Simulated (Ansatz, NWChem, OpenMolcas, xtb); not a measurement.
A family of molecules: the atomisation energy (no zero-point term)

One atom is swapped for its congeners: OH; HS; HSe. All are doublets with charge 0.

Shapes, held fixed at every level: PBE0-D4/def2-TZVP. Programs: Ansatz 0.2.0, NWChem 7.3.0, OpenMolcas 26.06, xtb 6.7.1. A level may come from different programs for different species; with the same settings they agree closely. Values in eV.

```tsv
level	OH	HS	HSe
GFN0-xTB	6.34	5.22	3.70
B3LYP/6-31G* (spherical functions)	4.40	3.67	3.35
PBE0-D4/def2-TZVPP	4.56	3.76	3.36
wB97X-V/def2-TZVPP	4.62	3.85	3.45
B2PLYP/def2-TZVPP	4.58	3.75	3.37
MP2/def2-TZVPP	4.50	3.59	3.21
CCSD(T)/def2-TZVPP	4.49	3.68	3.32
```

At CCSD(T)/def2-TZVPP the atomisation energy falls at every step, from 4.49 to 3.32 eV. Every level shows the same order. Open shells run unrestricted unless RO is named. Relativity is left out for Se unless named. Correlated rows may include outer-core shells of Se, which these sets cover unevenly. GFN0-xTB strays far from the other rows. xTB rows lack spin polarisation. Spin-orbit coupling, which grows down the group, is left out (summed over each molecule's free atoms 0.01, 0.02, 0.12 eV).
